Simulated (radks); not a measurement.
Values are calculated unless marked as measured or tabulated.
Spherical quantum dot in the effective-mass picture: electrons in a hard-walled sphere of radius 1.78, all in effective atomic units (hartree* = m*/eps^2 hartree, bohr* = eps/m* bohr), one dielectric constant everywhere. Level of theory: non-relativistic Kohn-Sham, LDA (Slater exchange, Perdew-Wang correlation), spin-polarised, spherical densities (a radial shooting solver with Libxc functionals). Levels are named by radial order and angular momentum (1s, 1p, 1d, 2s, ...), and open shells are averaged over m. Each electron was tried in the lowest free levels, single moves between levels near the top were tried too, and the lowest total energy was kept; such a search can miss a lower state. At N = 1 the Hartree and exchange-correlation terms need not cancel, so that row can carry a self-interaction error.

N                         open shells  2S  E (hartree*)  mu = E(N) - E(N-1) (hartree*)  addition energy mu(N+1) - mu(N) (hartree*)  e(HOMO) (hartree*)
1                    1s(up 1, down 0)   1       1.59705                         1.5971                                      0.9249              1.9481
2                                none   0       4.11900                         2.5220                                       2.233              2.8833
3                    1p(up 1, down 0)   1       8.87422                         4.7552                                      0.7187              5.1093
4                    1p(up 2, down 0)   2       14.3482                         5.4739                                      0.7392              5.8416
5                    1p(up 3, down 0)   3       20.5614                         6.2132                                      0.9603              6.5860
6                    1p(up 3, down 1)   2       27.7349                         7.1735                                      0.7083              7.5235
7                    1p(up 3, down 2)   1       35.6167                         7.8818                                      0.7255              8.2428
8                                none   0       44.2241                         8.6074                                       2.544              8.9731
9                    1d(up 1, down 0)   1       55.3756                         11.152                                      0.6981              11.500
10                   1d(up 2, down 0)   2       67.2252                         11.850                                      0.7025              12.200
11                   1d(up 3, down 0)   3       79.7774                         12.552                                      0.7052              12.904
12                   1d(up 4, down 0)   4       93.0348                         13.257                                      0.7069              13.611
13                   1d(up 5, down 0)   5       106.999                         13.964                                      0.9091              14.318
14                   1d(up 5, down 1)   4       121.873                         14.873                                      0.6894              15.217
15                   1d(up 5, down 2)   3       137.435                         15.563                                      0.6936              15.909
16                   1d(up 5, down 3)   2       153.692                         16.256                                      0.6964              16.604
17                   1d(up 5, down 4)   1       170.645                         16.953                                      0.6981              17.302
18                               none   0       188.296                         17.651                                       2.775              18.000
19                   2s(up 1, down 0)   1       208.722                         20.426                                      0.8115              20.871
20  2s(up 1, down 0) 1f(up 1, down 0)   2       229.959                         21.237                                      0.6795              21.596
21                   1f(up 3, down 0)   3       251.876                         21.917                                      0.6394              22.215
22                   1f(up 4, down 0)   4       274.432                         22.556                                      0.6828              22.898
23                   1f(up 5, down 0)   5       297.671                         23.239                                      0.6832              23.581
24                   1f(up 6, down 0)   6       321.593                         23.922                                      0.6836              24.264
25                   1f(up 7, down 0)   7       346.199                         24.606                                      0.8734              24.948
26                   1f(up 7, down 1)   6       371.678                         25.479                                           -              25.816

All shells are closed at N = 2, 8, 18 (there: 1s2 1p6 1d10); the second difference of the energy has clear peaks (12 % above both neighbours; the first and last values, which can be the largest, are not judged, and half-filled shells can peak too) at N = 2, 5, 8, 13, 18.
